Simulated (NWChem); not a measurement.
**Correlation energy of MgO**

SMILES: [O]=[Mg]
```xyz
2

Mg     0.0000     0.0000     0.6990
O      0.0000     0.0000    -1.0486
```
Charge 0, spin multiplicity 1.

Program: NWChem. The geometry was optimised at PBE0/def2-SVP, a minimum by its harmonic frequencies.

Basis set: def2-TZVP. Each correlation energy counts from its own Hartree-Fock reference.

```
method        correlation energy (mHa)            remark  difference from CCSD(T)
------------  ------------------------  ----------------  -----------------------
SCS-MP2                         -315.5                 -                    +10.7
CCSD                            -303.6                 -                    +22.7
CR-CCSD[T]                      -325.2  large amplitudes                     +1.0
CR-CCSD(T)                      -320.9  large amplitudes                     +5.4
MP2                             -324.2                 -                     +2.1
CCSD+T(CCSD)                    -332.4                 -                     -6.2
CCSD(T)                         -326.2                 -                      0.0
```

The values span 28.9 mHa, from CCSD+T(CCSD) (lowest) to CCSD (highest). 

The correlated methods keep 6 core orbitals frozen. The structure started from a generated list of species. Differences from the coupled-cluster row are differences between methods, not errors against experiment.
